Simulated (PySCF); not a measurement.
PySCF was given this input:
```python
from pyscf import gto, scf, dft

mol = gto.Mole()
mol.atom = '''
    F    -0.05162274    0.02123014   -0.82485360
    F     0.07513872    0.08229899    0.64609073
'''
mol.basis = '6-31g'
mol.charge = 1
mol.spin = 1
mol.verbose = 4
mol.build()

mf = dft.UKS(mol)
mf.xc = 'pbe'
mf.kernel()
g = mf.nuc_grad_method()
grad = g.kernel()
```

Question: What does this run give for the total energy, <S^2>, Mulliken (on the basis functions themselves) charges in atom order?

Answer: 
* **total energy**: -198.7380 Eh
* **<S^2>**: 0.751
* **Mulliken (on the basis functions themselves) charges in atom order**: F1 0.50, F2 0.50

These values belong to the state on which the SCF converged, which isn't shown to be the lowest.
